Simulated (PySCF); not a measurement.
H₂Sb, SMILES [SbH2] (connectivity only; charge and spin as stated), charge +1, multiplicity 1.

Geometry optimised at B3LYP-D3(BJ)/def2-TZVPD. The multiplicity is an assumed one; other spin states were not compared. The isomer is the one that the SMILES or the coordinates give; other isomers of the formula were not compared. The def2 effective core potentials stand for the cores of Sb; spin–orbit coupling is left out.

Two levels are set side by side: TDA-PBE/def2-TZVPD (PySCF) and TDA-PBE0/def2-TZVPD (PySCF). Vertical, same geometry. The lowest singlet is HOMO→LUMO 99 % with PBE and HOMO→LUMO 99 % with the other functional; states are paired by order. Differences are taken from unrounded values.

```json
[
 {"quantity": "lowest singlet excitation (eV)", "TDA-PBE0": "2.57", "TDA-PBE": "2.50", "TDA-PBE minus TDA-PBE0": "-0.07"},
 {"quantity": "lowest triplet excitation (TDA) (eV)", "TDA-PBE0": "1.45", "TDA-PBE": "1.47", "TDA-PBE minus TDA-PBE0": "0.02"},
 {"quantity": "first bright state (f over 0.05) (eV)", "TDA-PBE0": "7.87", "TDA-PBE": "7.67", "TDA-PBE minus TDA-PBE0": "-0.20"},
 {"quantity": "its oscillator strength", "TDA-PBE0": "0.15", "TDA-PBE": "0.11", "TDA-PBE minus TDA-PBE0": "-0.05"}
]
```

Rough cost on one machine, each run with all the roots and properties that it gave: TDA-PBE0 against TDA-PBE within a factor of 2.
